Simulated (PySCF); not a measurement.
Molecule: `OC1CCCCC1`, C6H12O.

Atom-mapped SMILES (the numbers label the heavy atoms): `[OH:1][CH:2]1[CH2:3][CH2:4][CH2:5][CH2:6][CH2:7]1`. Each H is labelled by its parent atom. Ha(C3), Ha(C4), Ha(C5), Ha(C6), Ha(C7) are cis to O1 on the ring; Hb(C3), Hb(C4), Hb(C5), Hb(C6), Hb(C7) are trans to O1 on the ring.

Geometry PBE0-D3(BJ)/def2-SVP throughout; GIAO in PySCF, gas phase, one conformer, non-relativistic; equivalent atoms averaged; functional PBE0.

For orientation, cc-pVDZ gives these absolute shieldings σ: C2 127.6, C3/C7 156.6, C4/C6 169.0, C5 168.5, Hb(C3)/Hb(C7) 29.37, Hb(C5) 29.85, Hb(C4)/Hb(C6) 30.11, Ha(C5) 30.38, H(O1) 32.53 ppm.

A run gave: C2 114.1, C3/C7 145.4, C4/C6 158.3, C5 157.8, Hb(C3)/Hb(C7) 29.44, Hb(C5) 29.92, Hb(C4)/Hb(C6) 30.21, Ha(C5) 30.46, H(O1) 32.29 ppm (absolute shieldings σ).

Question: Which basis set was used in that run?
A. pcSseg-0
B. def2-TZVP
C. def2-SVP
D. pcSseg-1
E. 6-31G*

Answer: B. H(O1) tells them apart best: def2-TZVP gives 32.29, pcSseg-0 gives 34.47, def2-SVP gives 32.46, pcSseg-1 gives 31.90, 6-31G* gives 32.91 ppm.
